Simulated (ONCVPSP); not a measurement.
# lead (Pb), ONCV: configuration errors across variants

| Quantity | Value |
| --- | --- |
| Element | Pb |
| Generator | ONCVPSP 4.0.1 |
| Type | optimised norm-conserving Vanderbilt (ONCV) |
| Functional | PBE |
| Relativity | scalar-relativistic |
| Frozen core | [Kr] 4d10 4f14 |
| Valence charge | 22 |
| Reference configuration | 5s2 5p6 5d10 6s2 6p1.5 (charge +0.5) |
| Partial waves | 5s+6s: rc 1.20 bohr, ncon 4, nbas 7, qcut 9.7 1/bohr, 2 projectors; 5p+6p: rc 1.85 bohr, ncon 4, nbas 7, qcut 7.9 1/bohr, 3 projectors, debl 3.1 Ha; 5d: rc 2.05 bohr, ncon 4, nbas 9, qcut 6.1 1/bohr, 3 projectors, debl 3.3 Ha; f scattering state at 0.2 Ha: rc 1.75 bohr, ncon 4, nbas 7, qcut 6.3 1/bohr, 2 projectors, debl 2.3 Ha |
| Local potential | polynomial inside 1.00 bohr (lpopt 5, dvloc0 0 Ha) |
| Core correction | Teter function, fcfact 3.75, rcfact 1.2 |

All-electron excitation energies from the reference (eV): (1) 5s2 5p6 5d10 6s2 6p2 -2.492; (2) 5s2 5p6 5d10 6s2 6p1 4.084; (3) 5s2 5p6 5d10 6s2 6p0 17.529; (4) 5s2 5p6 5d10 6s1 6p0 49.939.

5 further variants failed, have other tests or too few solved ones, and are left out.

A true bound ghost makes a file unfit for plane-wave use even where its test errors are small: the radial tests pick states by their node count and pass the ghost by.

Errors AE − PS in meV (a dash: test not solved or not reliable):

| change | (1) | (2) | (3) | (4) | bound ghosts | GHOST(+) flags above zero |
| --- | --- | --- | --- | --- | --- | --- |
| base | +1.0 | -2.0 | -9.7 | -29 | f | s, p |
| s: qcut 6.2 | +1.0 | -1.9 | -9.4 | -32 | f | s, p |
| s: qcut 8.2 | +1.0 | -2.0 | -9.6 | -30 | f | s, p |
| s: qcut 9.1 | +1.0 | -2.0 | -9.7 | -29 | f | s, p |

Task: Give the same row for: s: qcut 7.

Result: +1.0, -1.9, -9.4, -31; bound ghosts: f; GHOST(+) flags above zero: s, p.
